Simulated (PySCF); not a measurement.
Molecule: `O=C([O-])c1nc(OCF)no1`, [C4H2FN2O4]-.

Cartesian coordinates in Å; atom numbers follow the order of the lines, from 1:
```xyz
13

O     3.2324   -0.0812    2.1422
C     2.1994    0.5255    1.8989
O     1.7186    1.5663    2.3202
C     1.2804   -0.1987    0.7900
N     0.1251    0.2136    0.3257
C    -0.2014   -0.7504   -0.5659
O    -1.3371   -0.7172   -1.2821
C    -2.1101    0.4049   -0.9962
F    -3.2193    0.3327   -1.7775
N     0.6762   -1.7130   -0.6706
O     1.6482   -1.3403    0.2268
H    -2.4352    0.4206    0.0545
H    -1.5815    1.3378   -1.2410
```

Total charge -1.

Frames of a GFN2-xTB Langevin trajectory at 400 K; GIAO PBE0/pcSseg-1 shieldings in PySCF 2.14, gas phase, non-relativistic; equivalent atoms averaged within each frame.

References, each an isolated molecule treated in the same way: $^{17}$O (σ = 336.08 ppm) against H2O; TMS for $^{13}$C (σ = 186.93 ppm); NH3 for $^{15}$N (σ = 267.73 ppm); $^{19}$F (σ = 170.95 ppm) vs CFCl3. The references are static minima.

Problem. How do the shifts (ppm) fluctuate along the trajectory?

Solution. 
```
         time (fs)    O11  O1/O3     O7     C4     C6     C2     C8    N10     N5      F9
               250  380.7  308.8  163.4  199.1  187.2  151.9  111.3  336.7  268.4  -156.9
               425  394.6  386.5  128.2  183.6  177.0  161.2  104.4  343.6  228.9  -181.1
               625  392.3  363.9  134.3  198.5  172.6  158.8  109.5  333.3  222.1  -156.5
               800  368.1  333.9  127.5  196.4  176.6  149.7  109.9  334.0  246.8  -184.0
              1000  371.9  360.3  116.7  191.6  188.1  156.5  103.3  360.5  249.1  -179.9
    mean of frames  381.5  350.7  134.0  193.9  180.3  155.6  107.7  341.6  243.1  -171.7
standard deviation   11.8   29.9   17.6    6.4    6.9    4.8    3.6   11.3   18.3    13.7
```

5 frames give an uncertainty of the mean of about the standard deviation over 2.2 at best, since frames this close in time may not be independent; classical motion lacks zero-point vibration, and the reference would need the same averaging.
